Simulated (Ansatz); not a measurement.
Gas-phase electronic energies from Ansatz, PBE0-D4/def2-TZVP geometries. CBS: MP2 limit from def2 TZ/QZ plus the TZ coupled-cluster correction, frozen cores. This one scheme is used for every species. DFT in def2-TZVPP. For Se outer-core shells are correlated without core-valence functions, which leaves a few kJ/mol of doubt a bond. Scalar relativity is left out up to krypton. Each species was taken in one conformer, which may not be the lowest.

`C[Se][BH][AlH2]` + H₂ → `B[Se]C` + `[AlH3]`  (hydrogenolysis of a B–Al bond)

```
             level  ΔE (kJ/mol)
         r2SCAN-D4        -27.7
SCS-MP2/def2-TZVPP        -41.8
```

(1) What does CCSD(T)/CBS give? (An estimate is asked.)

Largest T1 diagnostic among the species: 0.014.

## Answers

(1) The calculation gave: -32.4 kJ/mol. The listed levels differ from it by 4.7, -9.4 kJ/mol.

The D4 term adds +9.4 kJ/mol with B3LYP and +5.2 kJ/mol with PBE0; it sums over pairs of atoms, weighted by their polarisabilities, and B3LYP, whose exchange is more repulsive, gets the larger term. In def2-TZVPP, CCSD(T) changes the Hartree–Fock value by +31.6 kJ/mol (the triples alone add +5.9 kJ/mol) and MP2 by +30.9 kJ/mol.

B3LYP here is the variant with VWN-RPA as its local correlation; programs differ in this.
